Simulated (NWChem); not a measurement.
System: C₂H₇FOSi; SMILES OC[SiH2]CF

Parts of the log:

```
             Northwest Computational Chemistry Package (NWChem) 7.3.0
             --------------------------------------------------------

                             Geometry "geometry" -> ""
                             -------------------------

 Output coordinates in angstroms (scale by  1.889725989 to convert to a.u.)

  No.       Tag          Charge          X              Y              Z
 ---- ---------------- ---------- -------------- -------------- --------------
    1 O                    8.0000     0.98355400    -2.05242900     0.29259100
    2 C                    6.0000    -0.24346300    -1.73015000    -0.36933300
    3 Si                  14.0000    -0.80902400     0.03316400     0.11604400
    4 C                    6.0000     0.59795700     1.24436700    -0.33499500
    5 F                    9.0000     0.33756400     2.51708000     0.17187900
    6 H                    1.0000     0.79079100    -2.09513800     1.24757200
    7 H                    1.0000    -0.03541000    -1.76667300    -1.46056300
    8 H                    1.0000    -1.04615400    -2.48765400    -0.19267000
    9 H                    1.0000    -2.09675300     0.44269300    -0.54792300
   10 H                    1.0000    -0.99350100     0.06684400     1.61117400
   11 H                    1.0000     0.72951100     1.30759500    -1.44035300
   12 H                    1.0000     1.55619900     0.85952900     0.08306000

 Effective nuclear repulsion energy (a.u.)     232.8907078328

                                 NWChem DFT Module
                                 -----------------

 Summary of "ao basis" -> "ao basis" (spherical)
 ------------------------------------------------------------------------------
       Tag                 Description            Shells   Functions and Types
 ---------------- ------------------------------  ------  ---------------------
 O                          def2-svp                 6       14   3s2p1d
 C                          def2-svp                 6       14   3s2p1d
 Si                         def2-svp                 8       18   4s3p1d
 F                          def2-svp                 6       14   3s2p1d
 H                          def2-svp                 3        5   2s1p

 in cosmo_initialize ...
 calling solv_data for solv:clbenzen

 solvent parameters
 solvname_short: clbenzen
 solvname_long:  chlorobenzene
 dielec:        5.6968
 dielecinf:     2.3229
 nonaqueous SMD model solvent descriptors
 dielec:        5.6968
 sola:          0.0000
 solb:          0.0700
 solc:          0.8570
 solg:         47.4800
 solh:          0.1430
 soln:          1.5241

          ---------------
          -cosmo- solvent
          ---------------
 Cosmo: York-Karplus, doi: 10.1021/jp992097l
 dielectric constant -eps-     =   5.70
 screen = (eps-1)/(eps    )    =   0.82446
 surface charge correction     = lagrangian

   van der Waals surface
 --------------------------

[...]

                                COSMO-SMD solvation results
                                ---------------------------

             internal energy in gas <Psi(g)|H|Psi(g)> =      -544.686961634479
         internal energy in solvent <Psi(s)|H|Psi(s)> =      -544.686325683883
                               delta internal energy  =         0.000635950595 (    0.40 kcal/mol)
   total free energy in solvent <Psi(s)|H+V/2|Psi(s)> =      -544.693588341374
 polarization energy contribution <Psi(s)|V/2|Psi(s)> =        -0.007262657491 (   -4.56 kcal/mol)
    total free energy in solvent including G(SMD-CDS) =      -544.693919924567
                       G(SMD-CDS) energy contribution =        -0.000331583193 (   -0.21 kcal/mol)
     1 M fixed-concentration free energy of solvation =        -0.006958290089 (   -4.37 kcal/mol)

                       DFT Final Molecular Orbital Analysis
                       ------------------------------------

 Vector   23  Occ=2.000000D+00  E=-3.268312D-01
              MO Center=  3.7D-01, -1.4D+00, -6.9D-02, r^2= 3.2D+00
   Bfn.  Coefficient  Atom+Function         Bfn.  Coefficient  Atom+Function
  ----- ------------  ---------------      ----- ------------  ---------------
     4      0.362874   1 O  px                7      0.256016   1 O  px
    18     -0.233289   2 C  px               80     -0.222540   7 H  s
     3      0.206946   1 O  s                20      0.173163   2 C  pz
    85      0.171691   8 H  s                75     -0.170704   6 H  s
     6     -0.164905   1 O  pz                5      0.149465   1 O  py

 Vector   24  Occ=2.000000D+00  E=-2.995388D-01
              MO Center=  7.6D-02,  9.8D-01, -5.4D-02, r^2= 3.1D+00
   Bfn.  Coefficient  Atom+Function         Bfn.  Coefficient  Atom+Function
  ----- ------------  ---------------      ----- ------------  ---------------
    50      0.308069   4 C  px               64      0.306416   5 F  px
    67     -0.226837   5 F  px               36     -0.219947   3 Si px
    31     -0.190449   3 Si s                49     -0.171986   4 C  s
    51      0.163320   4 C  py               53      0.144329   4 C  px
    65      0.141438   5 F  py              105      0.140676  12 H  s

 Vector   25  Occ=2.000000D+00  E=-2.572102D-01
              MO Center=  2.7D-01, -1.5D+00,  6.6D-02, r^2= 2.8D+00
   Bfn.  Coefficient  Atom+Function         Bfn.  Coefficient  Atom+Function
  ----- ------------  ---------------      ----- ------------  ---------------
     5      0.489413   1 O  py                8      0.388642   1 O  py
    19     -0.273513   2 C  py               37      0.220638   3 Si py
    17     -0.186246   2 C  s                85      0.184368   8 H  s
    31     -0.141145   3 Si s                22     -0.132920   2 C  py
    86      0.133435   8 H  s                34     -0.113090   3 Si py

 Vector   26  Occ=0.000000D+00  E= 2.895011D-02
              MO Center= -3.8D-01, -3.8D-01,  2.3D-01, r^2= 5.6D+00
   Bfn.  Coefficient  Atom+Function         Bfn.  Coefficient  Atom+Function
  ----- ------------  ---------------      ----- ------------  ---------------
    17      1.299372   2 C  s                40      0.900425   3 Si py
    86     -0.531196   8 H  s                76     -0.475552   6 H  s
    81     -0.408774   7 H  s                91     -0.398113   9 H  s
     3      0.328472   1 O  s                96     -0.327563  10 H  s
    21     -0.322952   2 C  px               39     -0.318874   3 Si px

 Vector   27  Occ=0.000000D+00  E= 4.507339D-02
              MO Center= -3.2D-01, -2.8D-01,  2.5D-01, r^2= 5.4D+00
   Bfn.  Coefficient  Atom+Function         Bfn.  Coefficient  Atom+Function
  ----- ------------  ---------------      ----- ------------  ---------------
    49      1.323048   4 C  s                39     -0.898565   3 Si px
    40     -0.710415   3 Si py               91     -0.522243   9 H  s
   106     -0.503843  12 H  s               101     -0.498131  11 H  s
    76     -0.478367   6 H  s                54     -0.433577   4 C  py
     3      0.426249   1 O  s                17     -0.411671   2 C  s

 Vector   28  Occ=0.000000D+00  E= 6.206112D-02
              MO Center= -5.6D-01, -2.6D-01, -7.6D-02, r^2= 4.7D+00
   Bfn.  Coefficient  Atom+Function         Bfn.  Coefficient  Atom+Function
  ----- ------------  ---------------      ----- ------------  ---------------
    41      1.275835   3 Si pz               49      1.079255   4 C  s
    96     -1.031498  10 H  s                17      0.463949   2 C  s
     3     -0.430863   1 O  s                32     -0.413051   3 Si s
    91      0.410255   9 H  s                39     -0.393634   3 Si px
    76      0.363906   6 H  s               106     -0.358357  12 H  s

     Multipole analysis of the density
     ---------------------------------

     L   x y z        total         alpha         beta         nuclear
     -   - - -        -----         -----         ----         -------
     0   0 0 0     -0.000000    -25.000000    -25.000000     50.000000

     1   1 0 0     -0.259449     -0.707810     -0.707810      1.156170
     1   0 1 0     -0.831224     -0.520569     -0.520569      0.209915
     1   0 0 1     -0.094238     -0.601361     -0.601361      1.108483

     2   2 0 0    -29.745694    -69.308746    -69.308746    108.871798
     2   1 1 0      2.505684      0.504749      0.504749      1.496187
     2   1 0 1      0.489529     -1.030478     -1.030478      2.550486
     2   0 2 0    -33.208035   -256.464820   -256.464820    479.721604
     2   0 1 1     -2.519245      0.570198      0.570198     -3.659642
     2   0 0 2    -25.827195    -33.153452    -33.153452     40.479708
```

Level: B3LYP/def2-SVP, SMD on the gas-phase geometry. Structure relaxed at the PBE-D3(BJ)/def2-SVP level. No frequency run checked for a minimum. B3LYP is NWChem's, with the RPA form of VWN correlation. Solvent: chlorobenzene.

Task: Which NWChem input produces such a log?

Result: Several could match; the one computed here: the input that was run:
```
start job
memory heap 200 mb stack 900 mb global 1100 mb
geometry units angstroms noautosym nocenter noautoz
  O      0.983554    -2.052429     0.292591
  C     -0.243463    -1.730150    -0.369333
  Si    -0.809024     0.033164     0.116044
  C      0.597957     1.244367    -0.334995
  F      0.337564     2.517080     0.171879
  H      0.790791    -2.095138     1.247572
  H     -0.035410    -1.766673    -1.460563
  H     -1.046154    -2.487654    -0.192670
  H     -2.096753     0.442693    -0.547923
  H     -0.993501     0.066844     1.611174
  H      0.729511     1.307595    -1.440353
  H      1.556199     0.859529     0.083060
end
basis spherical
  * library def2-svp
end
dft
  xc b3lyp
  iterations 150
end
cosmo
  do_cosmo_smd true
  solvent clbenzen
end
task dft energy
```
